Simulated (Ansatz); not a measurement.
Stretching the Br1–Cl2 bond in BrCl (multiplicity 1 held). Energies count from the point at 2.165 Å.


Unrestricted levels (U-) break spin symmetry where that is lower. Active spaces are followed from rest. Curves can end on different states.

Cores are frozen in the correlated methods. Filled d and f shells under p-block atoms count as core.

The values were computed with Ansatz (a quantum-chemistry and plane-wave program). Values without a source in brackets are computed.

Energies in kJ/mol.

```
R (Å)  U-HF/def2-SVP  U-CCSD/def2-SVP  CASSCF(14,8)/def2-SVP  FIC-MRCISD on CASSCF(14,8)/def2-SVP  FIC-MRCISD+Q on CASSCF(14,8)/def2-SVP
-----  -------------  ---------------  ---------------------  -----------------------------------  -------------------------------------
1.732            334              350                    368                                  355                                    354
1.949             56               66                     76                                   69                                     69
2.165              0                0                      0                                    0                                      0
2.382             29               20                      6                                   13                                     13
2.598             47               72                     39                                   51                                     52
2.923             54              132                     88                                  107                                    109
3.248             55              153                    118                                  141                                    145
3.789             53              158                    135                                  161                                    165
4.331             54              160                    137                                  164                                    168
4.980             55              161                    137                                  165                                    169
5.846             55              161                    138                                  166                                    170
6.929             55              161                    138                                  166                                    170
8.661             55              161                    138                                  166                                    170
```

Doubts at one or more of the structures used: a spin-contaminated determinant (U-HF/def2-SVP, U-CCSD/def2-SVP); T1 above 0.05 (U-CCSD/def2-SVP); the program's own flag: other amplitudes (U-CCSD/def2-SVP).
